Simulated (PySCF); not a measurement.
**TDDFT excited states: C7H9N**

Compound: C₇H₉N.
Structure used (GFN2-xTB), in Å, numbered top down from 1:
```
atom  x, y, z in Å
C1    -2.4150   -0.3687    0.5568
C2    -1.4739   -0.3804   -0.6492
C3    -0.0606   -0.1418   -0.2041
C4     0.4339    1.1482   -0.0254
C5     1.7333    1.3114    0.4199
C6     2.4969    0.1832    0.6784
C7     1.9133   -1.0568    0.4739
N8     0.6746   -1.2174    0.0446
H9    -3.4391   -0.5499    0.2390
H10   -2.1244   -1.1446    1.2608
H11   -2.3737    0.5927    1.0651
H12   -1.5267   -1.3529   -1.1389
H13   -1.7764    0.3936   -1.3572
H14   -0.1920    2.0024   -0.2370
H15    2.1457    2.3001    0.5639
H16    3.5147    0.2642    1.0263
H17    2.4624   -1.9713    0.6599
```

Theory: TDDFT B3LYP/def2-SVPD, vertical, gas phase, core orbitals frozen in the response (PySCF).

Task: Predict the UV-vis stick spectrum at this level.

Result: 

```json
{"state": "S1", "E (eV)": "4.81", "λ (nm)": "257.9", "f": "0.0035", "|μ| (D)": "0.44", "main configurations (H = HOMO, L = LUMO)": "H→L (97%)"}
{"state": "S2", "E (eV)": "5.07", "λ (nm)": "244.7", "f": "0.0004", "|μ| (D)": "0.15", "main configurations (H = HOMO, L = LUMO)": "H→L+1 (96%)"}
{"state": "S3", "E (eV)": "5.47", "λ (nm)": "226.7", "f": "0.056", "|μ| (D)": "1.65", "main configurations (H = HOMO, L = LUMO)": "H-1→L (77%), H-2→L+1 (21%)"}
{"state": "S4", "E (eV)": "6.20", "λ (nm)": "200.1", "f": "0.078", "|μ| (D)": "1.82", "main configurations (H = HOMO, L = LUMO)": "H-1→L+1 (75%), H-2→L (21%)"}
{"state": "S5", "E (eV)": "6.76", "λ (nm)": "183.4", "f": "0.0018", "|μ| (D)": "0.27", "main configurations (H = HOMO, L = LUMO)": "H→L+2 (91%)"}
{"state": "S6", "E (eV)": "6.83", "λ (nm)": "181.7", "f": "0.013", "|μ| (D)": "0.72", "main configurations (H = HOMO, L = LUMO)": "H-1→L+2 (89%)"}
{"state": "S7", "E (eV)": "7.19", "λ (nm)": "172.3", "f": "0.312", "|μ| (D)": "3.38", "main configurations (H = HOMO, L = LUMO)": "H-2→L (46%), H→L+3 (27%), H-1→L+1 (12%)"}
{"state": "S8", "E (eV)": "7.22", "λ (nm)": "171.6", "f": "0.470", "|μ| (D)": "4.14", "main configurations (H = HOMO, L = LUMO)": "H-2→L+1 (59%), H-1→L (14%), H→L+3 (9%)"}
```

Triplets, Tamm–Dancoff:

```csv
state,E (eV),λ (nm),"main configurations (H = HOMO, L = LUMO)"
T1,4.18,296.4,H→L (95%)
T2,4.30,288.1,"H-1→L+1 (73%), H-2→L (18%)"
T3,4.51,274.8,H-1→L (94%)
```

The lowest singlet lies at 4.81 eV (258 nm, ultraviolet) and is very weak; its leading configuration is HOMO→LUMO (97%). The strongest level in the table is S8 at 7.22 eV (172 nm, f = 0.470). It is the last of those listed, so stronger ones may follow. Löwdin shares by element: HOMO nitrogen 57%, carbon 26% or more (atoms not listed hold the other 18%); LUMO carbon 50% or more, nitrogen 22% (atoms not listed hold the other 28%). The oscillator strengths of these states sum to 0.935; summed over the whole spectrum of an exact calculation they would give the number of electrons, 58 (Thomas–Reiche–Kuhn). Of the 8 states listed, 5 reach f = 0.01 and 1 stays under 0.0005. Weighted by f, the mean energy of these states is 7.01 eV. Only the lowest 8 singlets were computed, as vertical energies without vibronic structure.

One conformer stands for the species.
